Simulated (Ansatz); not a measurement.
`C[O][SnH2][NH2]` + H₂ → `C[O][SnH3]` + NH₃ at 600 K and 1 bar (hydrogenolysis of the Sn–N bond).

Program: Ansatz. Geometries: PBE0-D4/def2-TZVP. ΔE: electronic, gas phase. CCSD(T)/CBS adds triple-zeta CCSD(T) − MP2 to the extrapolated MP2 energy (def2 sets, frozen cores). This one scheme is used for every species. def2 core potentials past Kr. For Sn outer-core shells are correlated without core-valence functions, which leaves a few kJ/mol of doubt a bond. Each species was taken in one conformer, which may not be the lowest.

```json
{"species": "`C[O][SnH2][NH2]`", "CCSD(T)/CBS energy (Eh)": "-386.16145", "H − E (kJ/mol)": "275.1", "S (J/(mol·K))": "456.5"}
{"species": "H₂", "CCSD(T)/CBS energy (Eh)": "-1.17544", "H − E (kJ/mol)": "43.9", "S (J/(mol·K))": "150.8"}
{"species": "`C[O][SnH3]`", "CCSD(T)/CBS energy (Eh)": "-330.83288", "H − E (kJ/mol)": "212.2", "S (J/(mol·K))": "399.2"}
{"species": "NH₃", "CCSD(T)/CBS energy (Eh)": "-56.50880", "H − E (kJ/mol)": "112.4", "S (J/(mol·K))": "219.5"}
```

H − E and S are ideal-gas, rigid-rotor, harmonic terms from PBE0-D4/def2-TZVP, for one conformer and one mirror image of each species. For small species the MP2-based limit differs from directly extrapolated CCSD(T) by up to some mEh (0.8 for H₂); such offsets cancel only in part. 1 Eh = 2625.50 kJ/mol, R = 8.31446 J/(mol·K).

Problem. By hand: ΔE, ΔH, ΔS and ΔG.

Solution. ΔE = (-330.83288) + (-56.50880) − (-386.16145) − (-1.17544) = -0.00479 Eh = -12.6 kJ/mol. Δ(H − E) = 212.2 + 112.4 − 275.1 − 43.9 = 5.6, so ΔH = -7.0 kJ/mol. ΔS = 399.2 + 219.5 − 456.5 − 150.8 = 11.4 J/(mol·K). ΔG = -7.0 − 600 × (11.4)/1000 = -13.8 kJ/mol.

Problem. By hand: the equilibrium constant, and the temperature at which ΔG would vanish if ΔH and ΔS stayed fixed.

Solution. log₁₀ K = −ΔG/(RT ln 10) = 1.2. ΔH and −TΔS have one sign here, so there is no such temperature.

TΔS isn't small against ΔH here. A doubt of 5 kJ/mol in ΔE shifts log₁₀ K by 0.4 here. Other conformers and mirror images would add mixing entropy, several J/(mol·K) or more a flexible species. These are equilibria of isolated gas molecules and say nothing of rates. Largest T1 diagnostic: 0.013 (customary marks: 0.02 for closed shells, 0.045 for open ones).

ΔS is within the doubt of such terms, so its sign, and with it that verdict, could turn.
